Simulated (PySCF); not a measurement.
Compound: Nb(CH2)Cl3, CH2Cl3Nb (singlet state).
Bonds: Nb1–C2, Nb1–Cl5, Nb1–Cl6, Nb1–Cl7. Hydrogens: H3, H4 on C2.

Computed with PBE0-D3(BJ)/def2-SVP geometry optimisation, gas phase, def2 core potentials past Kr in PySCF.

Task: Give the optimised bond lengths and angles.

Result: 
```tsv
bond	length (pm)
Nb1–C2	187.9
Nb1–Cl5, Nb1–Cl6	227.4
Nb1–Cl7	229.9
C2–H3, C2–H4	110.1
```

Bonds in one row agree within 1 pm and their mean is given. A selection of angles:
```tsv
angle	degrees
C2–Nb1–Cl5	107.5
C2–Nb1–Cl6	106.0
C2–Nb1–Cl7	104.0
Cl5–Nb1–Cl6	119.8
Cl5–Nb1–Cl7	110.4
Cl6–Nb1–Cl7	108.0
Nb1–C2–H3	117.7
Nb1–C2–H4	126.0
H3–C2–H4	116.2
```

The 3 Cl–Nb bonds span 2.271 Å (Nb1–Cl5) to 2.299 Å (Nb1–Cl7), a spread of 0.028 Å. Nb1 (niobium bonded to C and 3 Cl) is distorted tetrahedral (angles from 104.0° to 119.8°).

Point group: near Cs, missed by 0.25 Å at most; the miss may be what the optimiser left on a soft mode. Stationary, but not proved a minimum.

The run took 81 s wall on an Arm Neoverse V2 with one thread, no GPU, on a shared host, and the process peaked at 0.43 GiB of memory. These figures are those of the optimisation.
